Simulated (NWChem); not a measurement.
Species: MgNH3S; SMILES [NH2][Mg][SH]

```xyz
6

Mg     0.0283    -0.5597    -0.0035
N      0.0091    -2.4561     0.0021
H     -0.0096    -3.0684    -0.8192
H      0.0107    -3.0626     0.8277
S      0.0564     1.7633     0.0004
H     -1.3066     1.8280     0.0121
```
Atoms are numbered in this order, from 1.

Results from NWChem. Structure relaxed at the PBE-D3(BJ)/def2-SVP level.

Problem. What does the run give for Hartree-Fock/pcseg-1? Quantities: highest occupied level (eV); orbital gap (eV); dipole (D).

Solution. 
| Quantity | Result |
|---|---|
| highest occupied level (eV) | -9.73 |
| orbital gap (eV) | 10.70 |
| dipole (D) | 2.34 |
